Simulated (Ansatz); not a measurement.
Calculated with Ansatz (gas phase, PBE0-D4/def2-TZVP geometries, no zero-point term in ΔE). CCSD(T)/CBS is the MP2 limit (def2-TZVPP, def2-QZVPP) plus CCSD(T) − MP2 in def2-TZVPP, frozen cores. DFT in def2-TZVPP. B3LYP here is the variant with VWN-RPA as its local correlation; programs differ in this. def2 core potentials past Kr. For Ge, Te outer-core shells are correlated without core-valence functions, which leaves a few kJ/mol of doubt a bond. Scalar relativity is left out up to krypton. Each species was taken in one conformer, which may not be the lowest.

`O[SiH2][NH][GeH3]` + H₂Te → `O[SiH2][TeH]` + `[NH2][GeH3]`  (ligand exchange at the Si–N bond)

| level | ΔE (kJ/mol) | difference from CCSD(T)/CBS |
| --- | --- | --- |
| PBE-D4 | 2.8 | -11.9 |
| r2SCAN-D4 | 11.1 | -3.6 |
| B3LYP-D4 | 16.6 | 1.9 |
| ωB97X-V | 17.4 | 2.7 |
| PBE0 | 5.3 | -9.4 |
| SCS-MP2/def2-TZVPP | 20.8 | 6.1 |
| CCSD/def2-TZVPP | 23.5 | 8.8 |
| MP2/def2-QZVPP | 12.7 | -2.0 |
| HF/CBS(def2) | 26.5 | 11.8 |
| CCSD/CBS(def2) | 16.4 | 1.7 |
| CCSD(T)/CBS | 14.7 | 0 |

Largest T1 diagnostic among the species: 0.011.

From PBE to PBE0 (25 % exact exchange), in def2-TZVPP and without D4, ΔE moves by +4.1 kJ/mol. In def2-TZVPP, CCSD(T) changes the Hartree–Fock value by −3.7 kJ/mol (the triples alone add −1.7 kJ/mol) and MP2 by −9.0 kJ/mol.

CCSD(T)/CBS has its own doubt, a few kJ/mol and more with outer-core shells, so smaller differences from it don't rank the levels.
